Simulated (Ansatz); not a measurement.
Basis-set series for `NC1=NCB1`. Total charge 0; spin multiplicity 1. Geometry: relaxed with PBE0-D4/def2-TZVP. It is one conformer, not always the lowest.

```xyz
10

N    -1.728    0.063    0.820
C    -0.500    0.021    0.317
N    -0.164    0.171   -0.952
C     1.303    0.443   -0.796
B     0.895   -0.554    0.328
H    -2.510    0.252    0.213
H    -1.909   -0.294    1.739
H     1.895    0.095   -1.641
H     1.499    1.487   -0.569
H     1.218   -1.683    0.541
```

```csv
functional,basis,functions,energy (Eh),HOMO (eV),LUMO (eV)
PBE0-D4,def2-SVP,95,-213.11815,-6.54,0.26
PBE0-D4,def2-QZVPP,435,-213.36731,-6.70,-0.10
ωB97M-V,def2-SVP,95,-213.27269,-8.76,2.41
ωB97M-V,def2-QZVPP,435,-213.53098,-8.94,1.39
```

(1) Give the rows for def2-TZVPP. (An estimate is asked.)

Answers

(1) Computed: 
| functional | basis | functions | energy (Eh) | HOMO (eV) | LUMO (eV) |
| --- | --- | --- | --- | --- | --- |
| PBE0-D4 | def2-TZVPP | 225 | -213.35524 | -6.67 | -0.01 |
| ωB97M-V | def2-TZVPP | 225 | -213.51980 | -8.91 | 1.84 |

Positive LUMOs are unbound and depend on the basis.
